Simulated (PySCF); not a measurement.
Geometry:
```
atom   x (Å)   y (Å)   z (Å)
  C1   3.319  -0.283  -0.236
  C2   1.984   0.186   0.322
  N3   0.900  -0.463  -0.378
  C4  -0.423  -0.161  -0.152
  C5  -0.858   0.491   1.004
  C6  -2.205   0.718   1.214
  C7  -3.147   0.311   0.285
  C8  -2.725  -0.334  -0.867
  C9  -1.384  -0.566  -1.085
 H10   4.137   0.172   0.316
 H11   3.403  -1.364  -0.155
 H12   3.415  -0.003  -1.284
 H13   1.921  -0.078   1.384
 H14   1.913   1.283   0.241
 H15   1.113  -0.717  -1.332
 H16  -0.144   0.821   1.742
 H17  -2.521   1.223   2.116
 H18  -4.197   0.495   0.453
 H19  -3.448  -0.653  -1.604
 H20  -1.058  -1.069  -1.986
```

How the numbers were obtained: shielding tensors at PBE0/pcSseg-1 (GIAO), GFN2-xTB structure, in PySCF 2.14.0 with density-fitted response routines (no solvent, equivalent nuclei averaged, non-relativistic Hamiltonian, single conformer).

Problem. List the cross peaks expected in HSQC, COSY and HMBC spectra.

Solution. 

HSQC (one-bond C–H):
| δH | δC |
| --- | --- |
| 7.45 (H17/H19) | 134.9 (C6/C8) |
| 6.87 (H18) | 121.5 (C7) |
| 6.65 (H16/H20) | 115.4 (C5/C9) |
| 3.16 (H13/H14) | 41.0 (C2) |
| 1.39 (H10/H11/H12) | 16.8 (C1) |

COSY cross peaks (H two or three bonds apart, from the bond graph; peaks can be absent where the dihedral angle is near 90°):
| δH | δH |
| --- | --- |
| 7.45 (H17/H19) | 6.87 (H18) |
| 7.45 (H17/H19) | 6.65 (H16/H20) |
| 3.16 (H13/H14) | 1.39 (H10/H11/H12) |

HMBC (two and three bonds, from the bond graph):
| δH | δC |
| --- | --- |
| 7.45 (H17/H19) | 153.1 (C4), 134.9 (C6/C8), 121.5 (C7), 115.4 (C5/C9) |
| 6.87 (H18) | 134.9 (C6/C8), 115.4 (C5/C9) |
| 6.65 (H16/H20) | 153.1 (C4), 134.9 (C6/C8), 121.5 (C7), 115.4 (C5/C9) |
| 3.16 (H13/H14) | 153.1 (C4), 16.8 (C1) |
| 1.39 (H10/H11/H12) | 41.0 (C2) |

Shifts are taken against calculated references (same method and geometry level): $^{1}$H (σref 31.72) and $^{13}$C (σref 186.93) against TMS.

Short H···H contacts in this conformer between protons four or more bonds apart (candidates for NOE cross peaks, intensity ∝ r⁻⁶): H13···H16 2.28 Å.

Exchangeable OH/NH protons stand at their gas-phase positions; hydrogen bonding in a real sample shifts them, mostly to higher δ. Shifts are as computed. Against solution values, carbons near 30 ppm lie about +3 ppm off and those near 130 ppm about +5 ppm. Of 1211 compounds with measured shifts, 218 miss one by over three times the rms of a fit or turn the order of signals round; such compounds aren't used in these exercises.
